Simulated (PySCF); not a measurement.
CH2Cl, SMILES [CH2]Cl (connectivity only; charge and spin as stated), charge +1, multiplicity 1. Coordinates come from a PBE-D3(BJ)/def2-TZVP optimisation. The multiplicity is an assumed one; other spin states were not compared. The isomer is the one that the SMILES or the coordinates give; other isomers of the formula were not compared.

Level of theory: PBE-D3(BJ)/def2-TZVP in PySCF.

Harmonic wavenumbers (cm⁻¹): 1016, 1034, 1105, 1421, 3007, 3143. Rotational constants (GHz): 271.9, 17.60, 16.53; symmetry number 2.

### Question
Work out the zero-point energy and the ideal-gas rigid-rotor harmonic-oscillator thermochemistry at 298.15 K and 1 atm.

### Answer
ZPE = ½ Σ hcν = ½ × 10726 cm⁻¹ = 64.16 kJ/mol. H − E(el) = 74.33 kJ/mol. Entropy in J/(mol K): translation 157.40, rotation 73.51, vibration 1.03, total 231.95. G − E(el) = 5.18 kJ/mol. Cp = 37.76 J/(mol K).
